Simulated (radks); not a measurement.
All-electron atom: Cl15+ in [He].

Method: scalar-relativistic Kohn-Sham, exchange-only LDA, spin-polarised, spherical densities, point nucleus; computed with a radial shooting solver on a logarithmic mesh with Libxc functionals.

Energy parts (Ry):
| part | energy |
|---|---|
| total | -556.13536 |
| kinetic | 560.33774 |
| electron-nucleus | -1140.27529 |
| Hartree | 41.69850 |
| exchange | -17.89631 |

Orbitals (lengths in bohr, moments of r in powers of bohr; <r^-3> diverges for s and p1/2; r(90%) holds 90 % of the orbital's charge):
orbital  occ.  eigenvalue (Ry)  <r^-3>  r(90%)
1s          2        -260.2011       -   0.161

The highest occupied level is 1s at -3540.2 eV. Summed over all electrons, <r^2> = 0.02177 bohr^2, which gives a Langevin (diamagnetic) susceptibility term of -0.0172 x 10^-6 cm^3/mol. The density falls to 0.001 e/bohr^3 at r = 0.45 bohr. For comparison, the ionisation energy in NIST's Atomic Spectra Database is 3658.3 eV (theoretical). In exact Kohn-Sham theory the highest level is minus the ionisation energy, but local and semilocal functionals leave it too shallow, through self-interaction and a potential that decays too fast; potentials with the right tail come closer.
